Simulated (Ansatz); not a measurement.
`CC[Si]S` + `OP[SiH3]` → `CC[SiH2]PO` + `[SiH]S`  (formal exchange of groups at a C–Si bond)

Program: Ansatz. Geometries: PBE0-D4/def2-TZVP. ΔE: electronic, gas phase. CCSD(T)/CBS is the MP2 limit (def2-TZVPP, def2-QZVPP) plus CCSD(T) − MP2 in def2-TZVPP, frozen cores. This one scheme is used for every species. Functionals use def2-TZVPP. B3LYP here is the variant with VWN-RPA as its local correlation; programs differ in this. One conformer a species, not always the lowest.

| level | ΔE (kJ/mol) |
| --- | --- |
| PBE-D4 | -12.2 |
| r2SCAN-D4 | -12.9 |
| B3LYP-D4 | -13.2 |
| HF/def2-QZVPP | -10.1 |

(1) What does CCSD(T)/CBS give? (Best estimate.)

Largest T1 diagnostic among the species: 0.016.

Answers

(1) Computed: -12.7 kJ/mol. The listed levels differ from it by 0.5, -0.2, -0.5, 2.6 kJ/mol.

The D4 term adds −3.2 kJ/mol with B3LYP and −2.2 kJ/mol with PBE0; it sums over pairs of atoms, weighted by their polarisabilities, and B3LYP, whose exchange is more repulsive, gets the larger term.
